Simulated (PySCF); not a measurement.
Isomers of C7H11FO, mass 130.079 u with the commonest isotopes. The calculation used PBE0-D3(BJ)/def2-SVP geometry optimisation, gas phase (PySCF 2.14.0). One conformer each, none proved a minimum here; rigid rotors.

Question: Order these by rotational constant C, smallest first.
A. `[CH3:1][CH2:2][C@@H:3]1[CH2:4][C:5](=[O:6])[CH2:7][C@H:8]1[F:9]` with C1–C2–C3–C4 -73°, C2–C3–C4–C5 -86°, C3–C4–C5–O6 161°, C4–C5–C7–C8 -6°, C5–C7–C8–F9 -88°
B. `[CH:1]#[C:2][CH2:3][C@@:4]([CH3:5])([CH2:6][F:7])[O:8][CH3:9]` with C2–C3–C4–C5 -59°, C3–C4–C6–F7 48°, C3–C4–O8–C9 -67°
C. `[CH3:1][CH2:2][C@@H:3]1[CH2:4][CH2:5][C@@H:6]1[C:7](=[O:8])[F:9]` with C1–C2–C3–C4 -69°, C5–C6–C7–O8 144°, C2–C3–C4–C5 -141°, C3–C4–C5–C6 16°, C4–C5–C6–C7 99°, C2–C3–C6–C5 140°
D. `[CH3:1]/[CH:2]=[C:3](\[C:4](=[O:5])[F:6])[CH:7]([CH3:8])[CH3:9]` with C2–C3–C4–O5 -5°, C2–C3–C7–C8 107°

Answer: D (916.1 MHz), A (987.2 MHz), C (1018 MHz), B (1065 MHz).

Question: Order these by dipole moment, largest first.
A. `[CH:1]#[C:2][CH2:3][C@@:4]([CH3:5])([CH2:6][F:7])[O:8][CH3:9]` with C2–C3–C4–C5 -59°, C3–C4–C6–F7 48°, C3–C4–O8–C9 -67°
B. `[CH3:1][CH2:2][C@@H:3]1[CH2:4][C:5](=[O:6])[CH2:7][C@H:8]1[F:9]` with C1–C2–C3–C4 -73°, C2–C3–C4–C5 -86°, C3–C4–C5–O6 161°, C4–C5–C7–C8 -6°, C5–C7–C8–F9 -88°
C. `[CH3:1][CH2:2][C@@H:3]1[CH2:4][CH2:5][C@@H:6]1[C:7](=[O:8])[F:9]` with C1–C2–C3–C4 -69°, C5–C6–C7–O8 144°, C2–C3–C4–C5 -141°, C3–C4–C5–C6 16°, C4–C5–C6–C7 99°, C2–C3–C6–C5 140°

Answer: C (3.09 D), B (2.95 D), A (0.62 D).

Question: Order these by rotational constant B, smallest first.
A. `[CH3:1][CH2:2][C@@H:3]1[CH2:4][CH2:5][C@@H:6]1[C:7](=[O:8])[F:9]` with C1–C2–C3–C4 -69°, C5–C6–C7–O8 144°, C2–C3–C4–C5 -141°, C3–C4–C5–C6 16°, C4–C5–C6–C7 99°, C2–C3–C6–C5 140°
B. `[CH:1]#[C:2][CH2:3][C@@:4]([CH3:5])([CH2:6][F:7])[O:8][CH3:9]` with C2–C3–C4–C5 -59°, C3–C4–C6–F7 48°, C3–C4–O8–C9 -67°
C. `[CH3:1]/[CH:2]=[C:3](\[C:4](=[O:5])[F:6])[CH:7]([CH3:8])[CH3:9]` with C2–C3–C4–O5 -5°, C2–C3–C7–C8 107°

Answer: B (1217 MHz), A (1268 MHz), C (1401 MHz).

```csv
SMILES,point group,Ia (u·Å²),Ib (u·Å²),Ic (u·Å²),κ,μa (D),μb (D),μc (D)
CC[C@@H]1CC[C@@H]1C(=O)F,C1,221.37,398.52,496.32,-0.60,2.29,1.96,0.64
C#CC[C@@](C)(CF)OC,C1,224.20,415.19,474.35,-0.74,0.01,0.37,0.50
C/C=C(\C(=O)F)C(C)C,C1,260.25,360.77,551.65,-0.05,2.04,2.30,0.06
CC[C@@H]1CC(=O)C[C@H]1F,C1,251.27,367.86,511.92,-0.24,2.47,1.31,0.96
```
